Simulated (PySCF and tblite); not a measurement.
The numbers below are computed, except where a source is named.
2 diastereomers of C₅H₆ClFO, numbered alike:

| isomer | SMILES | descriptors (one enantiomer) |
| --- | --- | --- |
| A | [F:1][C@@H:2]1[CH2:3][O:4][C@@H:5]2[CH2:6][C@:7]12[Cl:8] | 2R, 5R, 7R |
| B | [F:1][C@H:2]1[CH2:3][O:4][C@@H:5]2[CH2:6][C@:7]12[Cl:8] | 2S, 5R, 7R |

Each isomer is a Boltzmann average at 298.15 K over at most 6 conformers: GFN2-xTB geometries, energies PBE0/pcSseg-1 (D3(BJ) added where defined), GFN2-xTB thermal terms. Programs: PySCF with density fitting and tblite.

Question: Rank the isomers by free energy at 298.15 K.

Answer: 
| isomer | ΔG (kcal/mol) | ΔE, lowest conformer | conformers | largest weight % | rms dipole (D) |
| --- | --- | --- | --- | --- | --- |
| A | 0.0 | 0.0 | 1 | 100 | 1.00 |
| B | 0.8 | 0.8 | 1 | 100 | 2.58 |

ΔG is for one enantiomer.

Question: If they could interconvert freely, what would the mixture hold (chiral isomers as racemates)?

Answer: A 80 %, B 20 %. A racemate gains RT ln 2.
